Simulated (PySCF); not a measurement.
Vertical excitations of a molecule CH4FNOSi2 from TDDFT-PBE/def2-SVPD run with PySCF, as energy in eV (oscillator strength): 4.28 (0.007), 5.25 (0.070), 5.43 (0.014), 5.60 (0.021), 5.83 (0.007), 5.99 (0.004), 6.27 (0.089), 6.32 (0.006), 6.39 (0.008), 6.76 (0.003). Lowest triplet (TDA): 3.98 eV. Geometry: r2SCAN-D4/def2-SVP. One conformer was computed; it need not be the lowest.

Problem. Which molecule gave these data?
A. O[Si@@H]1N=C[Si@H]1F
B. F[Si@H]1N=CO[SiH2]1
C. F[Si@]1([SiH3])N=CO1
D. O[Si@]1(F)N=C[SiH2]1

Solution. B, F[Si@H]1N=CO[SiH2]1
